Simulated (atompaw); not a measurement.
## u(r) = r·R(r): atom against pseudo-atom (mercury)

Columns: radius, all-electron u(r) and pseudo u(r) of the 6p shell (level -2.28 eV) of mercury in the configuration [Xe] 4f14 5d10 6s1 6p1; LDA (PW92), scalar-relativistic, PAW (atompaw) scheme, atompaw 4.2.0.5.

```csv
r (bohr),all-electron,pseudo
0.106,-0.0734,0.0020
0.212,0.0114,0.0079
0.317,0.1294,0.0174
0.423,0.0787,0.0307
0.529,-0.0417,0.0472
0.635,-0.1456,0.0668
0.740,-0.2018,0.0888
0.846,-0.2112,0.1132
0.952,-0.1842,0.1395
1.058,-0.1335,0.1671
1.163,-0.0703,0.1953
1.269,-0.0012,0.2244
1.375,0.0681,0.2535
1.481,0.1345,0.2824
1.587,0.1960,0.3106
1.692,0.2513,0.3377
1.798,0.3010,0.3639
1.904,0.3447,0.3887
2.010,0.3826,0.4119
2.115,0.4147,0.4332
2.221,0.4422,0.4528
2.327,0.4650,0.4705
2.433,0.4836,0.4860
2.538,0.4984,0.4992
2.644,0.5100,0.5101
2.750,0.5186,0.5186
```

Question: How many radial nodes do the two functions have?

Answer: The all-electron 6p function has n − l − 1 = 4 (the table is too coarse to show those close to the nucleus); the pseudo-wave has 0, since the states of the same l below it are removed with the core.

Question: Is the pseudo-wave norm-conserving?

Answer: No, it belongs to a PAW set: the norm inside the radius is not constrained, and the difference is carried by the augmentation charge.
